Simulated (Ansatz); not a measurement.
A run for Ansatz (an electronic-structure program): R-wB97X-V/def2-TZVPP on BrGeH3O (SMILES [OH][GeH2][Br]), a point of a torsion scan.

Ansatz 0.2 input:
```yaml
crystal:
  periodic: [false, false, false]
  atoms:
    - {symbol: O, position_ang: [1.27281867, 0.16059026, -0.44142010]}
    - {symbol: Ge, position_ang: [-0.35976113, -0.21113306, -0.02028406]}
    - {symbol: Br, position_ang: [-0.47091343, -0.45356362, 2.23933525]}
    - {symbol: H, position_ang: [1.84693333, 0.63686323, 0.15586897]}
    - {symbol: H, position_ang: [-0.64180732, -1.51624217, -0.70082107]}
    - {symbol: H, position_ang: [-1.27591498, 0.92685660, -0.40026795]}
basis:
  gaussian:
    orbitals: def2-TZVPP
hamiltonian:
  xc: {name: wB97X-V}
scf: {lower_state_search: off}
```

Output:

```
WARN ansatz: RAYON_NUM_THREADS=1 ignored (pool sized by the plan → 1); use --threads N
Functional definition: wB97X-V
these checks for a lower state are left out or cut short: stability, starts, cluster_reference, orbital_swaps, neighbouring_geometries, increment
integrals: 0.13 GiB planned
1130 factors; their error is unknown
integrals: 0.16 GiB planned
199 factors; integrals over basis functions are off by at most 5.9e-5 eV
mean field: 1.12 GiB planned
mean field evaluation 1: about -128646.4522 eV, gradient 5.1e1 eV
mean field evaluation 2: about -128644.7932 eV, gradient 6.2e1 eV
mean field evaluation 4: about -128650.4141 eV, gradient 1.2e0 eV
mean field evaluation 8: about -128650.8810 eV, gradient 8.7e-2 eV
mean field evaluation 16: about -128650.8810 eV, gradient 1.5e-5 eV
mean field -128650.88098394 eV, -4727.8326734605 hartree, gradient 4.1e-6 eV, S^2 0.000000; 0 other end points of the search recorded, 0 dependent functions left out
reference -128650.88098233 eV, -4727.8326734015 hartree; 39, 39 occupied and 130, 130 virtual orbitals, 1130 factors
Total energy: -128650.88098233 eV, -4727.8326734015 hartree
Checks for a lower state left out: stability, starts, cluster_reference, orbital_swaps, neighbouring_geometries, increment
```

The run converged.

Cost: very roughly 6 core-seconds.
